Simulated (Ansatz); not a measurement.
`O=C=[N][Ga]([F])[F]` + NH₃ → `[NH2][Ga]([F])[F]` + `N=C=O` at 298.15 K and 1 bar (ligand exchange at a Ga–N bond).

Isolated molecules relaxed with PBE0-D4/def2-TZVP in Ansatz; ΔE leaves out vibrations. CCSD(T)/CBS is the MP2 limit (def2-TZVPP, def2-QZVPP) plus CCSD(T) − MP2 in def2-TZVPP, frozen cores. This one scheme is used for every species. For Ga outer-core shells are correlated without core-valence functions, which leaves a few kJ/mol of doubt a bond. Scalar relativity is left out up to krypton. Each species was taken in one conformer, which may not be the lowest.

| species | CCSD(T)/CBS energy (Eh) | H − E (kJ/mol) | S (J/(mol·K)) |
| --- | --- | --- | --- |
| `O=C=[N][Ga]([F])[F]` | -2291.56165 | 67.3 | 362.6 |
| NH₃ | -56.50880 | 100.5 | 192.4 |
| `[NH2][Ga]([F])[F]` | -2179.54122 | 95.5 | 322.2 |
| `N=C=O` | -168.51995 | 67.5 | 238.3 |

H − E and S are ideal-gas, rigid-rotor, harmonic terms from PBE0-D4/def2-TZVP, for one conformer and one mirror image of each species. 1 Eh = 2625.50 kJ/mol, R = 8.31446 J/(mol·K).

**Question.** By hand: ΔE, ΔH, ΔS and ΔG.

**Answer.** ΔE = (-2179.54122) + (-168.51995) − (-2291.56165) − (-56.50880) = 0.00928 Eh = 24.4 kJ/mol. Δ(H − E) = 95.5 + 67.5 − 67.3 − 100.5 = -4.8, so ΔH = 19.6 kJ/mol. ΔS = 322.2 + 238.3 − 362.6 − 192.4 = 5.5 J/(mol·K). ΔG = 19.6 − 298.15 × (5.5)/1000 = 18.0 kJ/mol.

**Question.** By hand: the equilibrium constant, and the temperature at which ΔG would vanish if ΔH and ΔS stayed fixed.

**Answer.** log₁₀ K = −ΔG/(RT ln 10) = -3.2. ΔG = 0 at ΔH/ΔS = 3564 K, far beyond where these terms or the molecules hold.

The number of gas molecules stays the same, so ΔS is small and ΔH decides. A doubt of 5 kJ/mol in ΔE shifts log₁₀ K by 0.9 here. Other conformers and mirror images would add mixing entropy, several J/(mol·K) or more a flexible species. Modes under 60 cm⁻¹, often nearly free rotors, make the harmonic entropy too high. These are equilibria of isolated gas molecules and say nothing of rates. Largest T1 diagnostic: 0.018 (customary marks: 0.02 for closed shells, 0.045 for open ones).
